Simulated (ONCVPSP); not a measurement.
Fe, ONCV: configuration errors across variants

Fe, optimised norm-conserving Vanderbilt (ONCV), made with ONCVPSP 4.0.1 (PBE, scalar-relativistic). Core [Ne], reference 3s2 3p6 3d6.5 4s1.5. Waves: 3s+4s: rc 1.15 bohr, ncon 4, nbas 9, qcut 11.2 1/bohr, 3 projectors, debl 3.1 Ha; 3p: rc 1.25 bohr, ncon 4, nbas 7, qcut 8.5 1/bohr, 2 projectors, debl 1.2 Ha; 3d: rc 1.15 bohr, ncon 5, nbas 10, qcut 12.9 1/bohr, local. Local part: the d channel. Core correction: Teter function, fcfact 5, rcfact 1.4.

In the p channel the program set the typed energies aside and used -2.119, 0.250 Ha.

All-electron excitation energies from the reference (eV): (1) 3s2 3p6 3d6 4s2 0.727; (2) 3s2 3p6 3d6 4s1 9.457; (3) 3s2 3p6 3d6 4s0 25.660; (4) 3s2 3p6 3d7 4s1 -0.064.

Errors AE − PS in meV (a dash: test not solved or not reliable):

| change | (1) | (2) | (3) | (4) | bound ghosts | GHOST(+) flags above zero |
| --- | --- | --- | --- | --- | --- | --- |
| base | -0.2 | -1.5 | -3.1 | -1.8 | none | s |
| core correction Teter function, fcfact 4.2, rcfact 1.4 | -0.2 | -1.5 | -3.1 | -1.8 | none | s |
| p: nproj 3 | -0.2 | -1.5 | -3.1 | -1.8 | none | s |
| s: ncon 5, nbas 10 | -0.2 | -1.5 | -3.0 | -1.8 | none | s |

(1) Give the same row for: d: nbas 8.

## Answers

(1) 0.0, -1.3, -2.8, -1.7; bound ghosts: none; GHOST(+) flags above zero: s.
